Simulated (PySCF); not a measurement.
Species: 2-(trifluoroacetyl)thiophene, C6H3F3OS.
Atom-mapped SMILES: `[O:1]=[C:2]([c:3]1[cH:4][cH:5][cH:6][s:7]1)[C:8]([F:9])([F:10])[F:11]` (hydrogens: H12 on C4; H13 on C5; H14 on C6)

Structure used (PBE0-D3(BJ)/def2-SVP), in Å, numbered top down from 1:
```
atom  x, y, z in Å
O1    -1.7159    2.0132    0.2486
C2    -1.3108    0.8773    0.2799
C3     0.0982    0.5071    0.2845
C4     0.6988   -0.7388    0.3360
C5     2.1086   -0.6566    0.3277
C6     2.5511    0.6459    0.2705
S7     1.2732    1.7745    0.2266
C8    -2.3289   -0.2876    0.3174
F9    -3.5638    0.1691    0.3031
F10   -2.1589   -1.0222    1.4206
F11   -2.1605   -1.0937   -0.7349
H12    0.1380   -1.6721    0.3795
H13    2.7750   -1.5188    0.3633
H14    3.5839    0.9937    0.2509
```

Level: wB97X-D/def2-SVPD in PySCF, non-relativistic, on one gas-phase PBE0-D3(BJ)/def2-SVP geometry that isn't relaxed in the solvent. The solvent is an IEF-PCM continuum (Bondi radii, 1.10 Å for H, scaled by 1.2), and excitations are vertical TDDFT with non-equilibrium linear response and a frozen core. Only the electrostatic response of the medium enters.

| run | E − E(gas) (kJ/mol) | HOMO (eV) | HOMO–LUMO gap (eV) | dipole (D) | lowest singlet (eV) | static polarisability (au) |
| --- | --- | --- | --- | --- | --- | --- |
| gas | 0.00 | -9.54 | 8.59 | 4.35 | 4.07 | 92.8 |
| P | -9.92 | -9.42 | 8.53 | 5.02 | 4.15 | 107.5 |
| Q | -16.04 | -9.37 | 8.50 | 5.44 | 4.20 | 117.8 |

Task: The runs were made in benzene and chloroform. Which run belongs to which solvent?

Result: P = benzene, Q = chloroform. The dielectric constants are 2.271 (benzene), 4.711 (chloroform), and the energy falls further as ε rises. The optical constants n² used for the excitations are 2.25, 2.09 in the same order. In this model the ground state sees the solvent through ε alone.

Task: How constant is the ratio of the lowering to (ε − 1)/(2ε + 1)?

Result: 
```
   solvent  (ε − 1)/(2ε + 1)  E − E(gas) (kJ/mol)  ratio (kJ/mol)  polarisation term (kJ/mol)
   benzene             0.229                -9.92           -43.3                      -10.87
chloroform             0.356               -16.04           -45.0                      -18.58
```

The ratio changes by +4.1 % in size from benzene to chloroform. The polarisation term is half the interaction of the solute with the induced surface charges.

On AMD EPYC 7B13, one thread, no GPU, shared host with 64 logical CPUs at a one-minute load of 25, this took 59 s wall and 1.3 GiB of memory at its peak. This is the whole response run at wB97X-D/def2-SVPD in chloroform, SCF included.

Note: wB97X-D ran without an empirical dispersion term, which enters the total energy and its gradient alone.
